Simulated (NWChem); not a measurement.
Species: ZrF4; SMILES [F][Zr]([F])([F])[F]

def2 effective core potentials on Zr; no spin-orbit coupling.

### Question
Give the equilibrium geometry at PBE0/def2-SVP with def2 effective core potentials on Zr (NWChem) as a Z-matrix, with the point group.

### Answer
point group Td; any orientation.
```
Zr
F 1 1.8953
F 1 1.8953 2 109.47
F 1 1.8953 2 109.47 3 -120.00
F 1 1.8953 2 109.47 3 120.00
```
